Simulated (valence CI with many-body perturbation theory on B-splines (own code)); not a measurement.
## Forbidden lines of Au38+

Calculated by valence CI with perturbative core correlation (CI+MBPT): five valence electrons over a frozen Dirac-Fock core [Kr], radial functions for each j: 7 s, 7 p, 8 d, 6 f, 4 g, 1 h, with the one-electron correlation potential Σ1, the two-electron term Σ2, the three-electron term Σ3, Breit, model QED; selected CI, second order for the rest (own B-spline code, finite nucleus).

The last digits are not significant, and no measured levels were compared; by estimate large intervals hold to a few tenths of a per cent, small ones and those within an open d or f shell to about a per cent. Only levels of the ground parity were solved; by the run's estimate the other parity begins above the list, which can be wrong where configurations are misplaced.

Lines 1 to 50 of 120 in falling wavelength, among levels below 879130 cm⁻¹, chosen from the decays that carry over 1 % of a level's rate. Wavelengths and rates use the calculated energies. Electric multipoles are in the length gauge, E1 and E2 with the static RPA response of the core. Weak lines are less certain than strong ones. Lines between different terms over intervals too small for the method are left out, as are lines whose strength nearly cancels. Branching is blank where the lifetime is uncertain.

Levels are named by their leading jj configuration (3d3/2^4 stands for four electrons in 3d with j = 3/2), which in mixed levels can hold well under half, so a name can repeat and another be missing. Letters in brackets count levels of one name in rising energy.

```csv
λ vac (nm),Upper,Lower,Type,A (s⁻¹),Branch %
1162,(4d3/2^3 4d5/2^2) J=11/2,(4d3/2^3 4d5/2^2) J=7/2 [a],E2,3.07e-07,
686.3,(4d3/2^3 4d5/2^2) J=9/2,(4d3/2^3 4d5/2^2) J=11/2,M1,2.64e+01,14.4
431.5,(4d3/2^3 4d5/2^2) J=9/2,(4d3/2^3 4d5/2^2) J=7/2 [a],M1,1.24e+02,67.6
347.4,(4d3/2^3 4d5/2^2) J=5/2 [b],(4d3/2^3 4d5/2^2) J=3/2 [a],M1,1.89e+02,3.0
260.9,(4d3/2^3 4d5/2^2) J=1/2,(4d3/2^3 4d5/2^2) J=3/2 [a],M1,1.31e+03,92.2
203.7,(4d3/2^3 4d5/2^2) J=7/2 [b],(4d3/2^3 4d5/2^2) J=7/2 [a],M1,2.42e+02,5.7
176.3,(4d3/2^2 4d5/2^3) J=1/2 [b],(4d3/2^2 4d5/2^3) J=3/2 [a],M1,2.10e+03,1.2
168.2,(4d3/2^3 4d5/2^2) J=3/2 [b],(4d3/2^3 4d5/2^2) J=1/2,M1,2.30e+02,1.2
159.4,(4d3/2^2 4d5/2^3) J=9/2 [c],(4d3/2^2 4d5/2^3) J=9/2 [b],M1,1.58e+03,2.4
145.0,(4d3/2^3 4d5/2^2) J=3/2 [b],(4d3/2^3 4d5/2^2) J=5/2 [b],M1,6.73e+02,3.4
134.5,(4d3/2^3 4d5/2^2) J=5/2 [b],(4d3/2^3 4d5/2^2) J=5/2 [a],M1,3.52e+03,56.1
129.7,(4d3/2^2 4d5/2^3) J=3/2 [c],(4d3/2^2 4d5/2^3) J=1/2 [b],M1,1.13e+03,
104.7,(4d3/2^2 4d5/2^3) J=3/2 [b],(4d3/2^2 4d5/2^3) J=5/2 [a],M1,1.02e+03,1.2
102.3,(4d3/2^3 4d5/2^2) J=3/2 [b],(4d3/2^3 4d5/2^2) J=3/2 [a],M1,1.93e+03,9.7
101.5,(4d3/2^2 4d5/2^3) J=3/2 [c],(4d3/2^2 4d5/2^3) J=5/2 [c],M1,2.97e+03,
96.43,(4d3/2^2 4d5/2^3) J=1/2 [a],(4d3/2^3 4d5/2^2) J=3/2 [b],M1,9.11e+03,4.3
89.79,(4d3/2^2 4d5/2^3) J=3/2 [a],(4d3/2^3 4d5/2^2) J=3/2 [b],M1,4.21e+03,1.3
87.15,(4d3/2^2 4d5/2^3) J=5/2 [b],(4d3/2^3 4d5/2^2) J=3/2 [b],M1,6.36e+03,3.7
70.56,(4d3/2^2 4d5/2^3) J=5/2 [d],(4d3/2^2 4d5/2^3) J=5/2 [b],M1,6.49e+03,4.4
69.78,(4d3/2^3 4d5/2^2) J=3/2 [b],(4d3/2^3 4d5/2^2) J=5/2 [a],M1,1.61e+03,8.1
68.26,(4d3/2^2 4d5/2^3) J=9/2 [a],(4d3/2^3 4d5/2^2) J=7/2 [b],M1,1.41e+04,12.2
68.19,(4d3/2^2 4d5/2^3) J=5/2 [c],(4d3/2^3 4d5/2^2) J=3/2 [b],M1,3.54e+04,16.3
66.10,(4d3/2^2 4d5/2^3) J=7/2 [a],(4d3/2^3 4d5/2^2) J=5/2 [b],M1,2.63e+04,15.4
65.87,(4d3/2^2 4d5/2^3) J=5/2 [a],(4d3/2^3 4d5/2^2) J=3/2 [a],M1,4.82e+03,1.5
63.84,(4d3/2^2 4d5/2^3) J=5/2 [a],(4d3/2^3 4d5/2^2) J=7/2 [a],M1,2.15e+04,6.8
62.94,(4d3/2^3 4d5/2^2) J=5/2 [a],(4d3/2^4 4d5/2) J=5/2,M1,1.39e+05,100.0
61.84,(4d3/2^2 4d5/2^3) J=7/2 [a],(4d3/2^3 4d5/2^2) J=9/2,M1,3.88e+04,22.7
61.30,(4d3/2^2 4d5/2^3) J=1/2 [a],(4d3/2^3 4d5/2^2) J=1/2,M1,6.52e+04,30.6
59.77,(4d3/2^2 4d5/2^3) J=11/2,(4d3/2^3 4d5/2^2) J=9/2,M1,1.68e+04,14.5
59.74,(4d3/2 4d5/2^4) J=7/2 [a],(4d3/2^2 4d5/2^3) J=5/2 [c],M1,2.61e+04,7.5
59.50,(4d3/2^2 4d5/2^3) J=1/2 [b],(4d3/2^3 4d5/2^2) J=3/2 [b],M1,3.16e+03,1.9
59.44,(4d3/2^2 4d5/2^3) J=5/2 [b],(4d3/2^3 4d5/2^2) J=7/2 [b],M1,1.79e+04,10.5
58.55,(4d3/2^2 4d5/2^3) J=3/2 [a],(4d3/2^3 4d5/2^2) J=1/2,M1,1.34e+04,4.2
58.00,(4d3/2^2 4d5/2^3) J=9/2 [a],(4d3/2^3 4d5/2^2) J=9/2,M1,1.25e+03,1.1
57.63,(4d3/2 4d5/2^4) J=5/2 [a],(4d3/2^2 4d5/2^3) J=3/2 [a],M1,3.27e+04,6.6
57.63,(4d3/2 4d5/2^4) J=9/2,(4d3/2^2 4d5/2^3) J=7/2 [c],M1,2.29e+04,9.3
57.42,(4d3/2^2 4d5/2^3) J=5/2 [d],(4d3/2^2 4d5/2^3) J=7/2 [a],M1,1.50e+04,10.2
56.55,(4d3/2 4d5/2^4) J=3/2 [a],(4d3/2^2 4d5/2^3) J=5/2 [c],M1,3.03e+04,7.0
56.09,(4d3/2 4d5/2^4) J=7/2 [a],(4d3/2^2 4d5/2^3) J=9/2 [b],M1,2.54e+04,7.3
55.45,(4d3/2^2 4d5/2^3) J=3/2 [a],(4d3/2^3 4d5/2^2) J=5/2 [b],M1,5.30e+04,16.8
54.98,(4d3/2^2 4d5/2^3) J=11/2,(4d3/2^3 4d5/2^2) J=11/2,M1,9.94e+04,85.5
54.43,(4d3/2^2 4d5/2^3) J=5/2 [b],(4d3/2^3 4d5/2^2) J=5/2 [b],M1,6.42e+04,37.5
54.09,(4d3/2^2 4d5/2^3) J=7/2 [a],(4d3/2^3 4d5/2^2) J=7/2 [a],M1,6.19e+04,36.2
53.48,(4d3/2^2 4d5/2^3) J=9/2 [a],(4d3/2^3 4d5/2^2) J=11/2,M1,3.89e+04,33.8
53.27,(4d3/2 4d5/2^4) J=11/2,(4d3/2^2 4d5/2^3) J=9/2 [b],M1,2.35e+04,8.4
52.83,(4d3/2^2 4d5/2^3) J=9/2 [b],(4d3/2^3 4d5/2^2) J=7/2 [b],M1,1.86e+04,8.7
51.13,(4d3/2^2 4d5/2^3) J=9/2 [a],(4d3/2^3 4d5/2^2) J=7/2 [a],M1,6.08e+04,52.8
51.12,(4d3/2^2 4d5/2^3) J=7/2 [b],(4d3/2^3 4d5/2^2) J=7/2 [b],M1,2.07e+04,33.4
50.66,(4d3/2^2 4d5/2^3) J=5/2 [a],(4d3/2^3 4d5/2^2) J=5/2 [a],M1,2.88e+05,91.3
50.17,(4d3/2 4d5/2^4) J=7/2 [a],(4d3/2^2 4d5/2^3) J=5/2 [b],M1,5.62e+04,16.2
```
